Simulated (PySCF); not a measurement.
# Static response to an electric field

Species: C₆H₅FOS.
Numbering: `[CH:1]#[C:2][C@@H:3]1[C@@H:4]([F:5])[CH:6]=[CH:7][S@@:8]1=[O:9]` (hydrogens: H10 on C1; H11 on C3; H12 on C4; H13 on C6; H14 on C7)

Structure used (GFN2-xTB), in Å, numbered top down from 1:
```
atom  x, y, z in Å
C1     2.506    1.388   -0.965
C2     1.718    0.729   -0.350
C3     0.721   -0.029    0.348
C4    -0.143   -0.920   -0.545
F5     0.445   -2.157   -0.710
C6    -1.481   -1.054    0.119
C7    -1.759   -0.158    1.043
S8    -0.481    1.134    1.237
O9    -0.861    2.177    0.293
H10    3.216    1.955   -1.487
H11    1.164   -0.637    1.142
H12   -0.246   -0.497   -1.555
H13   -2.125   -1.864   -0.188
H14   -2.675   -0.069    1.596
```

Level: wB97X-D/def2-SVPD (PySCF), static field, nuclei fixed, core orbitals frozen in the response. The polarisability tensor in these axes (au):

```
x    96.57   9.27 -15.85
y     9.27  91.28   2.90
z   -15.85   2.90  78.39
```

Problem. What are the eigenvalues, a third of the trace, and Δα (Δα² = ½Σ(αi − αj)² over the three pairs)?

Solution. Principal values 67.00, 90.77 and 108.47 au; mean 88.75 au = 13.15 Å³ = 14.63 × 10⁻⁴⁰ C²·m²/J; Δα = 36.05 au (41 % of the mean).

Problem. What is the dipole moment, and where does it point?

Solution. (-0.51, -2.10, 0.88) D, 2.33 D in size, pointing from the negative to the positive side. Measured along this direction, the outermost atoms are H10 at the negative end and H13 at the positive end.

Problem. Estimate the molar refractivity from the static electronic polarisability.

Solution. Lorentz–Lorenz: R = (4π/3)N_A α = 2.5225 cm³/(mol·Å³) × 13.15 Å³ = 33.2 cm³/mol, in the limit of long wavelengths.

Problem. Find the Langevin capture rate constant for O2+ (31.990 u) meeting this molecule (144.005 u), k = 2.342 × 10⁻⁹ cm³/s × √(α in Å³ / reduced mass in u).

Solution. The reduced mass is 26.18 u, so k = 1.66 × 10⁻⁹ cm³/s. The formula leaves out the permanent dipole, which adds to the capture rate.

Problem. How large is μ²/3kT at 500 K beside α?

Solution. In Gaussian units μ²/3kT = 26.25 Å³ against 13.15 Å³, a ratio of 2.00; the Debye molar polarisation (4π/3)N_A(α + μ²/3kT) is 99.4 cm³/mol, leaving out the vibrational part.

Problem. Rayleigh depolarisation ratio (linearly polarised light, static tensor)?

Solution. ρ = 3Δα²/(45ᾱ² + 4Δα²) = 3898.6/(354427 + 5198.2) = 0.0108.

Problem. What are the principal values of the traceless quadrupole moment, Θ = ½Σq(3rr − r²1), about the centre of nuclear charge?

Solution. -19.70, 2.30, 17.40 D·Å. The values depend on the origin, since the dipole doesn't vanish. The electronic extent ⟨r²⟩ about the same centre is 1231 bohr², a root-mean-square distance of 2.16 Å for the 74 electrons.

The structure is a single GFN2-xTB conformer in the gas phase; no vibrational or solvent corrections.
